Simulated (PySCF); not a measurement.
Compound: C6H13S (doublet state).
Geometry (GFN2-xTB, Å), atoms numbered from 1 in this order:
```
atom  x, y, z in Å
C1     3.2645    0.5151   -0.1338
S2     2.3202    0.4149    1.4138
C3     0.6269    0.5780    0.7649
C4     0.1200   -0.6887    0.0475
C5    -1.2865   -0.5189   -0.3841
C6    -1.5842    0.2261   -1.6346
C7    -2.3873   -0.7654    0.5819
H8     2.9641    1.4042   -0.6810
H9     4.3103    0.5864    0.1454
H10    3.1040   -0.3778   -0.7311
H11    0.0100    0.7864    1.6376
H12    0.6076    1.4394    0.0972
H13    0.2152   -1.5263    0.7422
H14    0.7623   -0.8769   -0.8167
H15   -0.7727    0.1255   -2.3534
H16   -1.7280    1.2980   -1.4452
H17   -2.5047   -0.1373   -2.0921
H18   -3.2923   -1.0846    0.0644
H19   -2.6469    0.1416    1.1434
H20   -2.1075   -1.5289    1.3053
```

The hyperfine couplings belong to this conformer and change with its torsions.

As a line formula: `CSCC[C](C)C` [radical].

Method used: UKS B3LYP, pcH-1 on C H S, non-relativistic, mean-field spin-orbit, GIAO in PySCF. The structure is a single GFN2-xTB conformer in the gas phase; no vibrational or solvent corrections. The geometry wasn't refined by DFT: couplings that depend on bond lengths, twists or pyramidal angles can differ widely from those at the functional's own minimum. Stability of the SCF solution: not tested.

The largest Mulliken spin populations are on C5 (+0.96), C7 (-0.08), C6 (-0.08) and C4 (-0.07). C5 is the only atom above +0.15. The positive populations add up to 1.24 and the negative ones to -0.24, together 2S = 1. The angles at C5 add up to 358.1°, so it is nearly planar.

Q: List the C–H protons on four-coordinate carbons next to a three-coordinate spin centre, with their couplings and θ (C–H bond against the normal to the plane of the centre's neighbours, projected along the bond that joins the two).

A: 
| β H | on | centre | θ (°) | cos²θ | a (G) |
| --- | --- | --- | --- | --- | --- |
| H13 | C4 | C5 | 62 | 0.23 | +10.07 |
| H14 | C4 | C5 | 59 | 0.27 | +11.72 |
| H15 | C6 | C5 | 68 | 0.14 | +6.64 |
| H16 | C6 | C5 | 8 | 0.98 | +47.23 |
| H17 | C6 | C5 | 53 | 0.36 | +18.07 |
| H18 | C7 | C5 | 54 | 0.35 | +17.06 |
| H19 | C7 | C5 | 7 | 0.98 | +47.61 |
| H20 | C7 | C5 | 67 | 0.15 | +7.32 |

Fitting the Heller–McConnell form a = ρ(B0 + B2 cos²θ), with Mulliken ρ = 0.96, gives B0 = -0.3 G and B2 = 50.8 G, with a largest miss of 1.0 G. By this fit the coupling would be 48.3 G at θ = 0° and -0.3 G at 90°.

Q: What would the freely rotating methyl group on C6 show?

A: Three equal couplings, a 1:3:3:1 quartet. The mean of the three values of this geometry estimates the splitting: 24.0 G, or 67.2 MHz (three bonds 120° apart have a mean cos²θ of 1/2 at any torsion).

Couplings in gauss use g_iso = 2.0029.
